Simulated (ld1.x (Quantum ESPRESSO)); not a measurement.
## Transferability test, ultrasoft potential for palladium

Pd (Z = 46), ultrasoft, made with ld1.x (Quantum ESPRESSO) 7.5 (LDA (PZ), fully relativistic). Core [Ar] 3d10 4s2, reference 4p6 4d8.5 5s0 5p0 (charge +1.5). Waves: 5s (bound, empty): rcut 1.80, rcutus 2.45 bohr; 5s channel at 2.7 Ry: rcut 1.80, rcutus 2.45 bohr; 4p (bound): rcut 1.50, rcutus 1.60 bohr; 5p (bound, empty): rcut 1.50, rcutus 1.60 bohr; 4d (bound): rcut 1.65, rcutus 1.80 bohr; 4d channel at -0.95 Ry: rcut 1.65, rcutus 1.80 bohr. Local part: all-electron potential smoothed inside 1.85 bohr (lloc = -2). Core correction: Bessel-smoothed model core, default radius (core density twice the valence density). Augmentation charge: built from norm-conserving waves at rcut, not smoothed further.

Open shells are filled in proportion to 2j + 1 (rel_dist='average').

Energies are relative to the spin-unpolarised reference configuration 4p6 4d8.5 5s0 5p0; without spin polarisation the order of configurations can differ from experiment. The frozen-core shift is the all-electron ΔE with the core orbitals held at their reference shape minus the fully relaxed ΔE.

| valence configuration | charge | ΔE all-electron (eV) | error AE − PS (meV) | frozen-core shift (meV) |
| --- | --- | --- | --- | --- |
| 4p6 4d10 5s0 5p0 | 0 | -18.347 | -7.3 | +4.9 |
| 4p6 4d9 5s0 5p0 | +1 | -8.954 | -1.7 | +1.1 |
| 4p6 4d9 5s1 5p0 | 0 | -16.909 | +0.2 | +0.6 |
| 4p6 4d8 5s1 5p0 | +1 | -4.547 | -15 | +2.0 |
| 4p5 4d10 5s0 5p0 | +1 | 39.100 | -46 | +3.9 |

What are ΔE and the potential's error for 4p6 4d9.5 5s0 5p0?

ΔE = -14.975 eV all-electron; the error (AE − PS) is -4.7 meV.

What are ΔE and the potential's error for 4p6 4d8 5s0 5p0?

ΔE = 12.127 eV all-electron; the error (AE − PS) is -2.8 meV.

These tests converged, but a pseudo level misses the all-electron one widely, so the file describes the atom poorly there or has found another state: 4p6 4d8 5s0 5p0: empty 5p by 2.7 eV; 4p6 4d9.5 5s0 5p0: empty 5p by 2.2 eV.

A Bessel basis up to 400 Ry misses an occupied level by 1.45 Ry, so cutoffs and ghosts were not judged.
